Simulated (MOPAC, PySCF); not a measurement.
H2FNSi, SMILES `[Si](N)F` (lower singlet), neutral singlet in the gas phase. This singlet lies 2.76 eV below the relaxed triplet at the level frozen-core CCSD(T)/cc-pVTZ // PBE0-D3(BJ)/def2-TZVP (Ansatz).

Cartesian coordinates (Å):
SMILES: [Si](N)F
```xyz
5

N     -0.5914    -0.0744     0.0040
Si     0.9457    -0.7041     0.3762
F      1.8473     0.5360    -0.1534
H     -0.7614     0.8256    -0.4226
H     -1.4403    -0.5831     0.1959
```
Charge 0, spin multiplicity 1.

All levels are single points at this geometry (PBE0-D3(BJ)/def2-TZVP); Pople sets use spherical d functions. Orbital energies aren't observables, and empty levels follow the basis.

| level | HOMO (eV) | LUMO (eV) | gap (eV) | dipole (D) | vertical IE, Delta-SCF (eV) |
|---|---|---|---|---|---|
| PBE-D3(BJ)/def2-TZVP in PySCF | -5.99 | -1.91 | 4.08 | 2.42 | – |
| PBE0-D3(BJ)/def2-TZVP in PySCF | -7.15 | -1.10 | 6.05 | 2.44 | – |
| B3LYP/6-31G* in PySCF | -6.74 | -0.97 | 5.76 | 2.49 | 9.55 |
| B3LYP/LANL2DZ in PySCF | -7.01 | -1.47 | 5.54 | 2.89 | – |
| M06-2X/6-31G* in PySCF | -8.02 | 0.06 | 8.08 | 2.44 | – |
| PBE/6-31G* in PySCF | -5.74 | -1.59 | 4.15 | 2.55 | 9.31 |
| AM1 in MOPAC | -7.63 | 0.12 | 7.75 | 2.27 | – |
| PM3 in MOPAC | -8.29 | -0.85 | 7.44 | 2.81 | – |
| PM7 in MOPAC | -10.56 | -0.25 | 10.31 | 3.08 | – |
